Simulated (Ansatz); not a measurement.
The cluster GeI₂. The state is a singlet with charge 0. Geometry B3LYP-D4/def2-TZVP.

Cartesian coordinates in Å:
```
Ge -0.2091 -1.0276 0.2367
I 1.4383 -0.0788 -1.5127
I -1.2293 1.1064 1.2759
```

In the def2 sets I takes a core potential; there is no spin–orbit coupling. The structure comes from a short search, and lower isomers may exist.

Task: Estimate the orbital energies around the gap (eV) in Ansatz with PBE-D4/def2-SVP, PBE-D4/def2-TZVP, r2SCAN-D4/def2-TZVP, r2SCANh-D4/def2-TZVP, PBE0-D4/def2-TZVP.

Result: 
```
orbital  PBE-D4/def2-SVP  PBE-D4/def2-TZVP  r2SCAN-D4/def2-TZVP  r2SCANh-D4/def2-TZVP  PBE0-D4/def2-TZVP
HOMO−13           -31.21            -31.15               -32.03                -33.59             -35.29
HOMO−12           -31.19            -31.12               -32.00                -33.55             -35.25
HOMO−11           -31.15            -31.08               -31.96                -33.51             -35.21
HOMO−10           -31.10            -31.01               -31.89                -33.44             -35.13
 HOMO−9           -31.08            -30.99               -31.86                -33.41             -35.10
 HOMO−8           -17.74            -17.75               -18.43                -19.15             -19.77
 HOMO−7           -17.24            -17.26               -17.90                -18.60             -19.21
 HOMO−6           -12.48            -12.47               -12.90                -13.43             -13.94
 HOMO−5            -8.40             -8.37                -8.75                 -9.15              -9.52
 HOMO−4            -7.51             -7.54                -7.88                 -8.30              -8.70
 HOMO−3            -7.32             -7.36                -7.69                 -8.08              -8.46
 HOMO−2            -6.70             -6.76                -7.07                 -7.45              -7.81
 HOMO−1            -6.32             -6.39                -6.70                 -7.09              -7.48
   HOMO            -6.30             -6.33                -6.60                 -6.95              -7.31
   LUMO            -4.00             -4.02                -4.04                 -3.79              -3.39
 LUMO+1            -2.11             -2.19                -2.03                 -1.78              -1.50
 LUMO+2            -1.60             -1.67                -1.49                 -1.24              -0.97
 LUMO+3             3.02              2.62                 3.20                  3.42               3.36
 LUMO+4             5.39              2.84                 3.40                  3.62               3.58
 LUMO+5             6.13              2.90                 3.46                  3.71               3.66
```
